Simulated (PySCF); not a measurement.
A small calculation by hand: oscillator strength and radiative lifetime

(2R)-2-ethyloxetane (C₅H₁₀O), SMILES C1CO[C@@H]1CC.

Coordinates come from a B3LYP-D3(BJ)/def2-SVP optimisation. One conformer was computed; it need not be the lowest.

TDA-PBE/def2-SVPD (PySCF 2.14.0) puts the first singlet state with f over 0.02 at 7.39 eV (vertical), with the transition dipole (-0.272, -0.224, 0.186) in atomic units.

### Question
Find the oscillator strength, the wavelength and the radiative lifetime that this transition would have in vacuum if emission retraced absorption.

### Answer

|μ|² = 0.1588 au, so |μ| = 1.01 D. ΔE = 7.39/27.211 = 0.2716 hartree. f = (2/3) ΔE |μ|² = 0.029 (the program prints 0.029).
λ = 1239.84/7.39 = 168 nm; ν = 59604 cm⁻¹.
Einstein's coefficient A = 0.6670 ν² f s⁻¹ (ν in cm⁻¹) = 6.8e7 s⁻¹, so τ = 1/A = 15 ns. This state is S6; the lower singlets have f = 0.011, 0.011, 0.015, 0.020, 0.004. The figure is the radiative limit of this one transition; relaxation, internal conversion, crossing to triplets and a medium change what is measured.
